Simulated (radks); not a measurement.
Results of a calculation; reference values are marked as such.
The nuclear charge of the praseodymium ion Pr+ is varied continuously with 58 electrons held in [Xe] 4f3 6s1. Level of theory: scalar-relativistic Kohn-Sham, r2SCAN, spin-polarised, spherical densities, finite nucleus; open shells are filled with parallel spins first (spin-orbit coupling, left out, can overturn this in heavy ions); meta-GGA in the generalised Kohn-Sham scheme; Fermi nuclear charge, rms radius 4.8919 fm (a radial shooting solver on a logarithmic mesh with Libxc functionals). By the Hellmann-Feynman theorem dE/dZ = E(electron-nucleus)/Z, the electronic potential at the nucleus (averaged over a nucleus of fixed radius). The scalar-relativistic energy here is not variational (the density holds large components alone), so the two differ by a part that grows with Z.

Z     E (hartree)  E(electron-nucleus)/Z (hartree)  HOMO  e(HOMO) (eV)  <r> HOMO (bohr)
58     -8861.0016                         -370.295    4f        -0.229            4.378
58.5   -9048.2151                         -375.043    4f        -1.546            1.398
59     -9237.7885                         -379.640    4f        -7.481            1.154
59.5   -9429.6795                         -384.209    6s       -12.021            3.764
60     -9623.8827                         -388.774    6s       -15.875            3.514

The central difference of E at Z = 59 is -381.464 hartree, to compare with the third column; the second derivative is -9.27 hartree.
